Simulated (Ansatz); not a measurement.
AsH2Et (C2H7As), relaxed as a singlet with RKS PBE0-D4/def2-SVP in Ansatz, starting from the GFN2-xTB geometry. Force threshold 0.02 eV/Å.

Start:

Cartesian coordinates in Å:
```
As 0.507 0.478 1.634
H 1.010 1.724 0.961
H -0.621 1.274 2.226
C -0.556 -0.122 0.061
C 0.342 -0.685 -1.032
H -1.151 0.707 -0.328
H -1.252 -0.896 0.400
H -0.244 -1.025 -1.886
H 1.043 0.076 -1.379
H 0.921 -1.530 -0.657
```

| step | energy (eV) | largest force component (eV/Å) | SCF passes |
| --- | --- | --- | --- |
| 1 | -63010.2975 | 0.580 | 23 |
| 2 | -63010.3244 | 0.298 | 24 |
| 3 | -63010.3317 | 0.097 | 24 |
| 4 | -63010.3321 | 0.047 | 21 |
| 5 | -63010.3323 | 0.020 | 20 |

Force components are those of the run's own axes.

End:

| atom | x (Å) | y (Å) | z (Å) |
| --- | --- | --- | --- |
| As1 | 0.4850 | 0.4781 | 1.6312 |
| H2 | 1.0492 | 1.7320 | 0.9653 |
| H3 | -0.6526 | 1.2660 | 2.2762 |
| C4 | -0.5552 | -0.1151 | 0.0491 |
| C5 | 0.3446 | -0.6871 | -1.0346 |
| H6 | -1.1578 | 0.7215 | -0.3330 |
| H7 | -1.2574 | -0.8808 | 0.4165 |
| H8 | -0.2466 | -1.0566 | -1.8875 |
| H9 | 1.0430 | 0.0710 | -1.4239 |
| H10 | 0.9477 | -1.5291 | -0.6594 |

By distances, no bond broke or formed. The bond that changes most is As1–H2, from 1.50 to 1.53 Å (atoms count from 1).

No frequencies were taken in this run, so the end may be a saddle point.

Run time 3 s (4 threads of AMD EPYC 9R45 on a shared host).
